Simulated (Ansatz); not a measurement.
Geometry optimisation, RKS PBE/def2-SVP (Ansatz).

Input file:

```yaml
crystal:
  periodic: [false, false, false]
  atoms:
    - { symbol: Ta, position_ang: [-0.407637, -0.362872, 0.068092] }
    - { symbol: "N", position_ang: [2.935499, -0.128828, -0.241388] }
    - { symbol: H, position_ang: [2.842595, 0.44552, 0.610066] }
    - { symbol: H, position_ang: [3.943022, -0.255872, -0.406693] }
    - { symbol: "N", position_ang: [0.492563, 0.281076, 1.779101] }
    - { symbol: H, position_ang: [0.996654, -0.365738, 2.395286] }
    - { symbol: H, position_ang: [0.224844, 1.12558, 2.291416] }
    - { symbol: "N", position_ang: [0.380157, 0.167754, -1.661047] }
    - { symbol: H, position_ang: [0.07893, -0.073111, -2.609901] }
    - { symbol: H, position_ang: [1.393962, 0.386757, -1.601791] }
    - { symbol: "N", position_ang: [-1.697135, 1.185386, 0.212344] }
    - { symbol: H, position_ang: [-2.374034, 1.366037, 0.96252] }
    - { symbol: H, position_ang: [-1.704674, 1.982363, -0.433457] }
    - { symbol: "N", position_ang: [-1.933655, -1.663772, -0.045042] }
    - { symbol: H, position_ang: [-2.919444, -1.413259, -0.149333] }
    - { symbol: H, position_ang: [-1.831192, -2.658364, 0.184281] }
    - { symbol: F, position_ang: [0.672451, -1.933137, 0.464978] }
    - { symbol: H, position_ang: [2.565693, -1.06112, 0.052768] }
basis:
  gaussian: { orbitals: def2-SVP }
hamiltonian:
  xc: pbe
relax:
  f_tol: 0.03
  max_steps: 50
output:
  orbitals: {}
```

Run as:

```bash
$ ansatz run input.yaml --threads 4 --pin off --max-ram 5120MiB --backend cpu --events-out ev --progress --plain --runs-dir out
```

Q: Where does it end, and by what steps?

A: The run converged. After 22 steps the energy has fallen by 0.159 eV; H4 moved furthest, 1.52 Å.

```json
{"step": "0", "energy less start (eV)": "0.0000", "largest force component (eV/Å)": "0.459", "accepted": "yes"}
{"step": "1", "energy less start (eV)": "-0.0233", "largest force component (eV/Å)": "0.236", "accepted": "yes"}
{"step": "2", "energy less start (eV)": "-0.0368", "largest force component (eV/Å)": "0.434", "accepted": "yes"}
{"step": "3", "energy less start (eV)": "-0.0501", "largest force component (eV/Å)": "0.245", "accepted": "yes"}
{"step": "4", "energy less start (eV)": "-0.0603", "largest force component (eV/Å)": "0.155", "accepted": "yes"}
{"step": "5", "energy less start (eV)": "-0.0700", "largest force component (eV/Å)": "0.205", "accepted": "yes"}
{"step": "6", "energy less start (eV)": "-0.0701", "largest force component (eV/Å)": "0.709", "accepted": "yes"}
{"step": "7", "energy less start (eV)": "-0.1013", "largest force component (eV/Å)": "0.120", "accepted": "yes"}
{"step": "8", "energy less start (eV)": "-0.0471", "largest force component (eV/Å)": "0.901", "accepted": "no"}
{"step": "9", "energy less start (eV)": "-0.1132", "largest force component (eV/Å)": "0.121", "accepted": "yes"}
{"step": "10", "energy less start (eV)": "-0.1212", "largest force component (eV/Å)": "0.130", "accepted": "yes"}
{"step": "11", "energy less start (eV)": "-0.1303", "largest force component (eV/Å)": "0.230", "accepted": "yes"}
{"step": "12", "energy less start (eV)": "-0.1323", "largest force component (eV/Å)": "0.552", "accepted": "yes"}
{"step": "13", "energy less start (eV)": "-0.1378", "largest force component (eV/Å)": "0.438", "accepted": "yes"}
{"step": "14", "energy less start (eV)": "-0.1444", "largest force component (eV/Å)": "0.236", "accepted": "yes"}
{"step": "15", "energy less start (eV)": "-0.1531", "largest force component (eV/Å)": "0.154", "accepted": "yes"}
{"step": "16", "energy less start (eV)": "-0.1559", "largest force component (eV/Å)": "0.086", "accepted": "yes"}
{"step": "17", "energy less start (eV)": "-0.1573", "largest force component (eV/Å)": "0.056", "accepted": "yes"}
{"step": "18", "energy less start (eV)": "-0.1584", "largest force component (eV/Å)": "0.060", "accepted": "yes"}
{"step": "19", "energy less start (eV)": "-0.1589", "largest force component (eV/Å)": "0.066", "accepted": "yes"}
{"step": "20", "energy less start (eV)": "-0.1592", "largest force component (eV/Å)": "0.062", "accepted": "yes"}
{"step": "21", "energy less start (eV)": "-0.1593", "largest force component (eV/Å)": "0.040", "accepted": "yes"}
{"step": "22", "energy less start (eV)": "-0.1594", "largest force component (eV/Å)": "0.010", "accepted": "yes"}
```

```xyz
18
Properties=species:S:1:pos:R:3
Ta -0.547 -0.607 0.145
N 3.067 0.312 -0.374
H 2.510 0.258 0.500
H 3.555 1.217 -0.355
N 0.585 -0.069 1.765
H 0.914 -0.780 2.429
H 0.532 0.842 2.230
N 0.462 -0.379 -1.523
H 0.227 -0.672 -2.476
H 1.470 -0.101 -1.421
N -1.431 1.212 0.174
H -2.070 1.591 0.883
H -1.271 1.932 -0.538
N -2.354 -1.481 -0.043
H -3.238 -1.000 -0.226
H -2.518 -2.455 0.235
F -0.032 -2.388 0.757
H 3.798 -0.408 -0.289
```

Time of the run: 69 s on 4 threads of Arm Neoverse V2, on a shared host, peak memory 0.26 GiB.
